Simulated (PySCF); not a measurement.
Cartesian coordinates in Å; atom numbers follow the order of the lines, from 1:
```xyz
27

C     3.6191    0.8466   -0.3446
C     2.7573   -0.1036   -0.7086
C     1.2750    0.0665   -0.8180
C     0.5219   -0.8461    0.1509
C    -1.0208   -0.8636    0.0447
C    -1.4650   -1.4002   -1.3203
C    -1.5710   -1.7522    1.1566
C    -1.5387    0.5486    0.1920
N    -2.1117    0.9748    1.2337
C    -2.5515    2.3386    1.2740
H     4.6925    0.6516   -0.2763
H     3.2809    1.8598   -0.1026
H     3.1414   -1.1074   -0.9353
H     0.9674   -0.1592   -1.8546
H     1.0167    1.1220   -0.6352
H     0.8762   -1.8840    0.0171
H     0.7920   -0.5620    1.1816
H    -2.5626   -1.4656   -1.3753
H    -1.1295   -0.7587   -2.1499
H    -1.0575   -2.4096   -1.4880
H    -2.6686   -1.8043    1.1101
H    -1.1677   -2.7727    1.0646
H    -1.3064   -1.3509    2.1443
H    -1.3812    1.2128   -0.6873
H    -2.3409    2.9101    0.3467
H    -3.6361    2.3717    1.4678
H    -2.0721    2.8560    2.1213
```

Geometry: PBE0-D3(BJ)/def2-SVP; GIAO shifts from PySCF, gas phase, non-relativistic, averaged over equivalent atoms.

At PBE0/pcSseg-1 (255 basis functions, 65 s wall time on 1 thread of an Arm Neoverse V2, shared host):
```tsv
atoms	δ (ppm)
C8	176.9
C2	149.1
C1	122.6
C10	51.1
C4	46.8
C5	38.9
C3	33.5
C6/C7	26.8
N9	369.7
H24	7.68
H13	5.92
H12	5.28
H11	5.21
H25/H26/H27	3.44
H14/H15	2.05
H16/H17	1.17
H18/H19/H20/H21/H22/H23	1.05
```

Chemical shifts δ = σref − σ; $^{13}$C (σref 184.41) and $^{1}$H (σref 31.27) vs TMS; $^{15}$N (σref 265.67) against NH3, all at this level.

**Question.** What do these become at wB97X-D/pcSseg-1?

**Answer.** 
```json
{"atoms": "C8", "δ at wB97X-D/pcSseg-1": "177.8", "change": "+0.9"}
{"atoms": "C2", "δ at wB97X-D/pcSseg-1": "149.5", "change": "+0.4"}
{"atoms": "C1", "δ at wB97X-D/pcSseg-1": "123.5", "change": "+0.9"}
{"atoms": "C10", "δ at wB97X-D/pcSseg-1": "50.9", "change": "-0.2"}
{"atoms": "C4", "δ at wB97X-D/pcSseg-1": "46.4", "change": "-0.4"}
{"atoms": "C5", "δ at wB97X-D/pcSseg-1": "38.7", "change": "-0.2"}
{"atoms": "C3", "δ at wB97X-D/pcSseg-1": "32.6", "change": "-0.9"}
{"atoms": "C6/C7", "δ at wB97X-D/pcSseg-1": "27.2", "change": "+0.4"}
{"atoms": "N9", "δ at wB97X-D/pcSseg-1": "369.1", "change": "-0.6"}
{"atoms": "H24", "δ at wB97X-D/pcSseg-1": "7.63", "change": "-0.05"}
{"atoms": "H13", "δ at wB97X-D/pcSseg-1": "5.90", "change": "-0.02"}
{"atoms": "H12", "δ at wB97X-D/pcSseg-1": "5.30", "change": "+0.02"}
{"atoms": "H11", "δ at wB97X-D/pcSseg-1": "5.21", "change": "+0.00"}
{"atoms": "H25/H26/H27", "δ at wB97X-D/pcSseg-1": "3.41", "change": "-0.03"}
{"atoms": "H14/H15", "δ at wB97X-D/pcSseg-1": "1.99", "change": "-0.06"}
{"atoms": "H16/H17", "δ at wB97X-D/pcSseg-1": "1.13", "change": "-0.04"}
{"atoms": "H18/H19/H20/H21/H22/H23", "δ at wB97X-D/pcSseg-1": "1.06", "change": "+0.01"}
```

Referencing at the same level of theory: $^{13}$C (σ = 184.54 ppm) and $^{1}$H (σ = 31.38 ppm) against TMS; $^{15}$N (σ = 263.98 ppm) vs NH3.

The largest change is at C8 (C=N carbon). Cost: 255 basis functions, 84 s wall time on 1 thread of an Arm Neoverse V2, shared host. The order of the carbon signals is the same at both levels.

Experimental scales use liquid or dissolved standards, which lie at an offset from isolated NH3 (liquid NH3: subtract about 20 ppm). Unscaled 15N shifts of sp2 nitrogen come out 20 to 40 ppm too high even then.
